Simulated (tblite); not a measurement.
Record of a relaxation.

Species: C6H9GeNSi.
Atom-mapped SMILES: `[CH2:1]=[CH:2][Ge@H:3]([C:4]#[C:5][CH3:6])[SiH2:7][C:8]#[N:9]` (hydrogens: H10, H11 on C1; H12 on C2; H13 on Ge3; H14, H15, H16 on C6; H17, H18 on Si7)

Computed with GFN2-xTB (tblite), gas phase: L-BFGS steps from a force-field or distance-geometry start until the largest atomic force falls under 0.01 eV/Å. 11 of its 127 geometries are shown.

Step 0: E = -648.7115 eV, largest atomic force 2.002 eV/Å
```
atom  x, y, z in Å  |  force x, y, z in eV/Å
C1     -0.281    2.695   -0.248   -0.033   0.863  -0.594
C2      0.312    1.882   -1.106   -0.117   0.041  -0.089
Ge3     0.625    0.016   -0.755    0.178  -0.510  -0.558
C4     -0.984   -0.810   -0.179   -1.166  -0.712   0.332
C5     -2.006   -1.360    0.197    0.194  -0.001  -0.379
C6     -3.265   -2.019    0.623    0.884   0.117  -0.385
Si7     2.305   -0.324    0.784   -0.630  -0.603   0.663
C8      3.914   -0.098   -0.061    1.830   0.252  -0.772
N9      4.924    0.036   -0.610   -1.168  -0.134   0.588
H10    -0.679    2.404    0.719    0.136   0.023  -0.317
H11    -0.397    3.739   -0.572   -0.121  -0.354   0.606
H12     0.676    2.261   -2.058   -0.100   0.087   0.190
H13     1.110   -0.626   -2.090   -0.415   0.127   0.306
H14    -4.105   -1.629    0.015    0.378   0.021   0.632
H15    -3.227   -3.114    0.424    0.180   0.695   0.253
H16    -3.344   -1.825    1.707   -0.421  -0.162  -0.589
H17     2.228   -1.726    1.224    0.211   0.025  -0.002
H18     2.185    0.504    1.973    0.182   0.227   0.114
```

Step 13: E = -648.9638 eV, largest atomic force 0.125 eV/Å
```
atom  x, y, z in Å  |  force x, y, z in eV/Å
C1     -0.292    2.733   -0.287    0.023  -0.031  -0.036
C2      0.292    1.905   -1.139    0.004  -0.052   0.016
Ge3     0.622    0.001   -0.776   -0.020  -0.014   0.034
C4     -0.992   -0.855   -0.234    0.071   0.102   0.011
C5     -2.006   -1.371    0.165   -0.038  -0.013  -0.015
C6     -3.229   -2.006    0.609    0.044   0.008  -0.017
Si7     2.287   -0.393    0.846   -0.028  -0.002  -0.053
C8      3.925   -0.113   -0.004   -0.031  -0.021  -0.016
N9      4.893    0.051   -0.594    0.033   0.022   0.024
H10    -0.674    2.389    0.665    0.019   0.013  -0.061
H11    -0.422    3.785   -0.496   -0.020  -0.027   0.009
H12     0.667    2.280   -2.084   -0.038   0.038   0.065
H13     0.971   -0.641   -2.105   -0.027   0.007  -0.037
H14    -4.078   -1.603    0.060   -0.031   0.026  -0.020
H15    -3.174   -3.078    0.434    0.006  -0.054  -0.012
H16    -3.378   -1.830    1.672   -0.002   0.021   0.050
H17     2.321   -1.790    1.282    0.023   0.003   0.058
H18     2.258    0.541    1.975    0.010  -0.026   0.001
```

Step 25: E = -648.9701 eV, largest atomic force 0.044 eV/Å
```
atom  x, y, z in Å  |  force x, y, z in eV/Å
C1     -0.296    2.723   -0.290    0.003   0.006  -0.003
C2      0.298    1.902   -1.139    0.007  -0.012  -0.001
Ge3     0.622   -0.001   -0.783    0.037  -0.023  -0.004
C4     -0.996   -0.819   -0.217   -0.029  -0.018   0.006
C5     -2.006   -1.361    0.158   -0.002   0.022   0.005
C6     -3.224   -2.002    0.605   -0.017  -0.002   0.014
Si7     2.287   -0.411    0.835    0.030   0.001   0.004
C8      3.926   -0.123   -0.011    0.011  -0.003   0.011
N9      4.908    0.067   -0.571   -0.017  -0.002   0.017
H10    -0.677    2.378    0.660   -0.007  -0.013  -0.003
H11    -0.438    3.772   -0.500   -0.018   0.010   0.004
H12     0.666    2.291   -2.080    0.004   0.009   0.003
H13     0.932   -0.640   -2.127   -0.014   0.006   0.015
H14    -4.079   -1.600    0.060    0.019  -0.012   0.002
H15    -3.167   -3.077    0.431    0.002   0.022  -0.008
H16    -3.370   -1.825    1.671    0.004   0.000  -0.007
H17     2.340   -1.793    1.323   -0.005   0.023  -0.021
H18     2.266    0.528    1.963   -0.007  -0.012  -0.034
```

Step 38: E = -648.9721 eV, largest atomic force 0.060 eV/Å
```
atom  x, y, z in Å  |  force x, y, z in eV/Å
C1     -0.309    2.706   -0.291   -0.008   0.002   0.000
C2      0.306    1.898   -1.137   -0.004   0.012  -0.001
Ge3     0.628   -0.004   -0.790   -0.025  -0.032   0.044
C4     -0.995   -0.806   -0.204    0.021   0.017  -0.008
C5     -2.011   -1.338    0.171   -0.010  -0.009  -0.003
C6     -3.226   -1.990    0.609    0.024   0.009  -0.001
Si7     2.298   -0.417    0.820   -0.014   0.000  -0.015
C8      3.947   -0.127   -0.002    0.002   0.011   0.006
N9      4.937    0.074   -0.542    0.020  -0.005  -0.006
H10    -0.698    2.349    0.651   -0.015  -0.006  -0.008
H11    -0.464    3.755   -0.497   -0.002   0.011   0.014
H12     0.684    2.300   -2.069    0.007   0.002  -0.011
H13     0.902   -0.647   -2.135    0.013  -0.013  -0.030
H14    -4.082   -1.595    0.063    0.003   0.007  -0.007
H15    -3.152   -3.062    0.425   -0.014  -0.010  -0.001
H16    -3.378   -1.824    1.675   -0.002   0.008   0.018
H17     2.344   -1.798    1.308    0.000   0.005   0.000
H18     2.258    0.534    1.935    0.004  -0.008   0.009
```

Step 50: E = -648.9740 eV, largest atomic force 0.023 eV/Å
```
atom  x, y, z in Å  |  force x, y, z in eV/Å
C1     -0.340    2.684   -0.296   -0.016  -0.004  -0.008
C2      0.305    1.897   -1.141    0.005   0.002   0.005
Ge3     0.627   -0.008   -0.805    0.009   0.007   0.012
C4     -0.990   -0.798   -0.195   -0.002  -0.015   0.004
C5     -2.004   -1.329    0.185   -0.009   0.002  -0.018
C6     -3.226   -1.973    0.618   -0.002   0.000   0.012
Si7     2.310   -0.413    0.792   -0.002  -0.008   0.018
C8      3.977   -0.120    0.008   -0.004  -0.004  -0.011
N9      4.988    0.067   -0.499    0.005   0.007  -0.005
H10    -0.765    2.297    0.618   -0.001   0.006  -0.001
H11    -0.487    3.739   -0.474   -0.008  -0.004  -0.006
H12     0.716    2.318   -2.051    0.009   0.006   0.010
H13     0.884   -0.662   -2.150    0.009   0.001  -0.021
H14    -4.075   -1.567    0.068    0.013  -0.010   0.003
H15    -3.161   -3.046    0.432   -0.013   0.009  -0.005
H16    -3.384   -1.809    1.683    0.008   0.012   0.008
H17     2.357   -1.795    1.275   -0.001  -0.015  -0.002
H18     2.259    0.523    1.920   -0.002   0.008   0.005
```

Step 63: E = -648.9782 eV, largest atomic force 0.085 eV/Å
```
atom  x, y, z in Å  |  force x, y, z in eV/Å
C1     -0.434    2.635   -0.319   -0.016  -0.037  -0.025
C2      0.323    1.896   -1.114   -0.034   0.023   0.014
Ge3     0.650   -0.018   -0.826   -0.005  -0.026  -0.050
C4     -0.959   -0.830   -0.210    0.009   0.033  -0.036
C5     -1.988   -1.333    0.169    0.001   0.028  -0.001
C6     -3.223   -1.923    0.640    0.022   0.007   0.012
Si7     2.339   -0.437    0.761    0.033  -0.004  -0.006
C8      4.024   -0.119    0.022    0.042   0.007  -0.037
N9      5.053    0.083   -0.443   -0.081  -0.008   0.023
H10    -0.952    2.204    0.525    0.008  -0.008  -0.021
H11    -0.592    3.692   -0.475    0.021   0.002  -0.008
H12     0.825    2.364   -1.953   -0.012  -0.022   0.040
H13     0.897   -0.639   -2.195    0.002   0.029   0.061
H14    -4.071   -1.494    0.108    0.012   0.009  -0.016
H15    -3.215   -3.001    0.480    0.022  -0.008  -0.019
H16    -3.339   -1.727    1.705   -0.022  -0.002   0.041
H17     2.388   -1.830    1.212    0.003  -0.015   0.015
H18     2.266    0.483    1.901   -0.004  -0.008   0.012
```

Step 76: E = -648.9859 eV, largest atomic force 0.079 eV/Å
```
atom  x, y, z in Å  |  force x, y, z in eV/Å
C1     -0.573    2.554   -0.369    0.026  -0.042  -0.041
C2      0.334    1.884   -1.062   -0.053   0.047   0.014
Ge3     0.686   -0.032   -0.851    0.009  -0.009   0.027
C4     -0.932   -0.838   -0.261    0.027   0.019   0.024
C5     -1.961   -1.291    0.178   -0.012   0.005  -0.013
C6     -3.203   -1.838    0.679    0.002   0.003   0.006
Si7     2.377   -0.490    0.733   -0.072  -0.010  -0.030
C8      4.064   -0.125    0.024    0.061   0.021  -0.007
N9      5.101    0.113   -0.402   -0.059  -0.011  -0.012
H10    -1.222    2.060    0.338    0.023  -0.036   0.007
H11    -0.723    3.617   -0.480   -0.005   0.024  -0.023
H12     0.954    2.420   -1.771    0.033   0.008   0.018
H13     0.949   -0.597   -2.237   -0.004  -0.001   0.023
H14    -4.046   -1.385    0.157   -0.001  -0.001  -0.008
H15    -3.229   -2.916    0.526    0.008  -0.019  -0.017
H16    -3.298   -1.633    1.745    0.007   0.010   0.014
H17     2.439   -1.893    1.147    0.003  -0.005  -0.001
H18     2.273    0.395    1.897    0.008  -0.003   0.020
```

Step 88: E = -648.9930 eV, largest atomic force 0.070 eV/Å
```
atom  x, y, z in Å  |  force x, y, z in eV/Å
C1     -0.648    2.504   -0.429    0.013  -0.002  -0.009
C2      0.360    1.897   -1.034   -0.012   0.024   0.065
Ge3     0.715   -0.018   -0.838    0.003  -0.009  -0.034
C4     -0.909   -0.812   -0.255   -0.022   0.006   0.004
C5     -1.945   -1.250    0.182    0.024   0.007  -0.007
C6     -3.184   -1.789    0.697    0.004  -0.007  -0.002
Si7     2.383   -0.530    0.743    0.022   0.011   0.018
C8      4.053   -0.123    0.015   -0.033  -0.014   0.020
N9      5.066    0.136   -0.453    0.029   0.014  -0.021
H10    -1.354    1.950    0.172    0.015  -0.013  -0.019
H11    -0.825    3.566   -0.504    0.004   0.033  -0.029
H12     1.055    2.480   -1.627   -0.017  -0.018   0.009
H13     0.989   -0.581   -2.223   -0.012  -0.011   0.015
H14    -4.031   -1.334    0.184   -0.003   0.000   0.000
H15    -3.214   -2.867    0.540   -0.010  -0.013   0.002
H16    -3.263   -1.583    1.764   -0.011  -0.005   0.001
H17     2.462   -1.946    1.111   -0.004  -0.002  -0.016
H18     2.281    0.306    1.944    0.010  -0.002   0.001
```

Step 101: E = -648.9956 eV, largest atomic force 0.050 eV/Å
```
atom  x, y, z in Å  |  force x, y, z in eV/Å
C1     -0.675    2.501   -0.465   -0.004   0.014  -0.007
C2      0.376    1.906   -1.003    0.002   0.000   0.016
Ge3     0.723   -0.013   -0.820    0.000   0.012   0.027
C4     -0.912   -0.791   -0.243    0.013  -0.019   0.017
C5     -1.940   -1.243    0.196   -0.011   0.005   0.004
C6     -3.183   -1.784    0.703   -0.005  -0.004  -0.004
Si7     2.396   -0.542    0.755    0.001  -0.008  -0.010
C8      4.055   -0.120    0.012    0.012   0.008  -0.048
N9      5.047    0.154   -0.493   -0.009  -0.003   0.028
H10    -1.414    1.938    0.086   -0.007  -0.016  -0.014
H11    -0.854    3.562   -0.550    0.008   0.027   0.000
H12     1.103    2.501   -1.542    0.009  -0.015  -0.017
H13     0.988   -0.587   -2.201   -0.002   0.017   0.014
H14    -4.024   -1.322    0.187   -0.009  -0.006   0.009
H15    -3.217   -2.861    0.541    0.002  -0.003  -0.002
H16    -3.268   -1.583    1.772   -0.001  -0.001  -0.013
H17     2.471   -1.970    1.073    0.008  -0.007   0.007
H18     2.318    0.260    1.980   -0.008  -0.002  -0.007
```

Step 113: E = -649.0004 eV, largest atomic force 0.059 eV/Å
```
atom  x, y, z in Å  |  force x, y, z in eV/Å
C1     -0.702    2.534   -0.533    0.046  -0.028  -0.023
C2      0.393    1.921   -0.953   -0.033   0.031   0.008
Ge3     0.712    0.000   -0.753    0.000   0.009   0.002
C4     -0.916   -0.782   -0.165    0.002   0.015  -0.010
C5     -1.956   -1.242    0.236   -0.024  -0.005   0.004
C6     -3.205   -1.800    0.707    0.003  -0.003   0.005
Si7     2.434   -0.569    0.751    0.014   0.006  -0.002
C8      4.069   -0.111   -0.026    0.011   0.001   0.003
N9      5.058    0.194   -0.519   -0.029  -0.010   0.003
H10    -1.503    1.981   -0.066   -0.002   0.003   0.008
H11    -0.854    3.598   -0.640    0.003  -0.006  -0.003
H12     1.180    2.502   -1.420    0.002  -0.003   0.009
H13     0.949   -0.572   -2.140    0.002   0.002  -0.005
H14    -4.041   -1.337    0.183    0.003  -0.002   0.001
H15    -3.225   -2.874    0.525   -0.003  -0.005   0.001
H16    -3.314   -1.620    1.777   -0.004  -0.003   0.001
H17     2.514   -2.007    1.020    0.023  -0.006  -0.002
H18     2.400    0.190    2.004   -0.012   0.004  -0.001
```

Step 126: E = -649.0013 eV, largest atomic force 0.007 eV/Å
```
atom  x, y, z in Å  |  force x, y, z in eV/Å
C1     -0.696    2.544   -0.548   -0.003   0.000  -0.002
C2      0.405    1.927   -0.942    0.002  -0.002  -0.001
Ge3     0.708    0.004   -0.735   -0.001  -0.003  -0.001
C4     -0.929   -0.769   -0.154   -0.003  -0.005   0.001
C5     -1.965   -1.240    0.244    0.002   0.006  -0.001
C6     -3.212   -1.810    0.708    0.001  -0.002  -0.002
Si7     2.437   -0.576    0.758   -0.004   0.000   0.001
C8      4.061   -0.105   -0.033    0.001  -0.005   0.000
N9      5.042    0.197   -0.545   -0.003   0.006   0.000
H10    -1.506    1.997   -0.089   -0.001   0.002  -0.001
H11    -0.845    3.607   -0.667    0.004   0.002   0.006
H12     1.202    2.502   -1.398    0.005  -0.004   0.000
H13     0.945   -0.566   -2.124   -0.004  -0.003  -0.002
H14    -4.049   -1.351    0.182   -0.001   0.001   0.003
H15    -3.224   -2.883    0.520    0.002  -0.003   0.000
H16    -3.328   -1.637    1.778    0.003   0.002  -0.003
H17     2.544   -2.014    1.016    0.001   0.006  -0.002
H18     2.400    0.177    2.015   -0.001   0.001   0.003
```

**Question.** Summarise the path.

**Answer.** The energy falls by 6.68 kcal/mol from step 0 to step 126; nine tenths of that is first reached at step 39. It rises by more than 0.2 meV at step 1. The largest force goes from 2.002 to 0.007 eV/Å. Among the bonds Ge3–Si7 changes most, from 2.303 to 2.356 Å; the atoms move by 0.452 Å rms after alignment.

**Question.** Follow the three bonds and two angles with the largest change from start to end.

**Answer.** 
| step | E above end (kcal/mol) | largest force (eV/Å) | Ge3–Si7 (Å) | Ge3–H13 (Å) | C5–C6 (Å) | C8–Si7–H18 (°) | C2–C1–H11 (°) |
| --- | --- | --- | --- | --- | --- | --- | --- |
| 0 | 6.68 | 2.002 | 2.303 | 1.559 | 1.484 | 112.3 | 116.1 |
| 5 | 2.18 | 0.395 | 2.330 | 1.508 | 1.446 | 109.6 | 120.7 |
| 11 | 0.97 | 0.163 | 2.351 | 1.520 | 1.450 | 106.5 | 122.6 |
| 16 | 0.80 | 0.096 | 2.354 | 1.518 | 1.446 | 105.4 | 122.9 |
| 22 | 0.73 | 0.030 | 2.356 | 1.518 | 1.446 | 105.2 | 122.4 |
| 27 | 0.71 | 0.055 | 2.358 | 1.519 | 1.448 | 105.1 | 122.7 |
| 33 | 0.69 | 0.059 | 2.355 | 1.519 | 1.446 | 105.1 | 122.7 |
| 38 | 0.67 | 0.060 | 2.356 | 1.516 | 1.447 | 105.0 | 122.6 |
| 44 | 0.65 | 0.041 | 2.354 | 1.521 | 1.446 | 104.6 | 122.8 |
| 49 | 0.63 | 0.044 | 2.356 | 1.516 | 1.447 | 104.7 | 122.9 |
| 55 | 0.61 | 0.032 | 2.358 | 1.519 | 1.447 | 105.1 | 122.8 |
| 60 | 0.57 | 0.085 | 2.360 | 1.516 | 1.448 | 104.7 | 123.0 |
| 66 | 0.49 | 0.085 | 2.355 | 1.517 | 1.448 | 103.8 | 122.7 |
| 71 | 0.42 | 0.100 | 2.354 | 1.518 | 1.446 | 103.7 | 122.5 |
| 77 | 0.34 | 0.061 | 2.360 | 1.521 | 1.448 | 104.4 | 122.5 |
| 82 | 0.27 | 0.072 | 2.358 | 1.517 | 1.448 | 104.5 | 122.5 |
| 88 | 0.19 | 0.070 | 2.355 | 1.519 | 1.446 | 104.9 | 123.0 |
| 93 | 0.17 | 0.023 | 2.355 | 1.518 | 1.447 | 105.4 | 123.1 |
| 99 | 0.14 | 0.061 | 2.356 | 1.518 | 1.447 | 104.9 | 122.9 |
| 104 | 0.10 | 0.096 | 2.358 | 1.522 | 1.446 | 105.1 | 122.6 |
| 110 | 0.03 | 0.037 | 2.355 | 1.519 | 1.446 | 104.5 | 122.8 |
| 115 | 0.01 | 0.035 | 2.356 | 1.519 | 1.447 | 104.5 | 122.8 |
| 121 | 0.00 | 0.021 | 2.356 | 1.519 | 1.447 | 104.6 | 122.7 |
| 126 | 0.00 | 0.007 | 2.356 | 1.519 | 1.447 | 104.8 | 122.8 |

The cost below is that of the whole relaxation. The run took 1.2 s wall on one thread, Arm Neoverse V1 (aarch64), shared host with 32 logical CPUs at a one-minute load of 21.
